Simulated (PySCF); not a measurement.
## Electron correlation in Pd (palladium, neutral)

[Kr] 4d9 5s1, high-spin 3D determinant (an excited configuration). Computed with PySCF 2.14 in def2-TZVPPD with the def2 core potential (28 electrons) (6s4p3d2f1g, 56 functions), with a scalar-relativistic core potential. Frozen: 4s2 4p6; 10 electrons correlated.

MP2 pair energies summed by pair of shells (mhartree):

```
 pair   energy  share (%)
4d-4d  -279.88       89.6
4d-5s   -32.50       10.4
```

Total MP2 correlation energy: -312.38 mhartree.

Same-spin part -115.65 and opposite-spin part -196.73 mhartree; SCS-MP2 scales them by 1/3 and 6/5 to -274.62 mhartree.
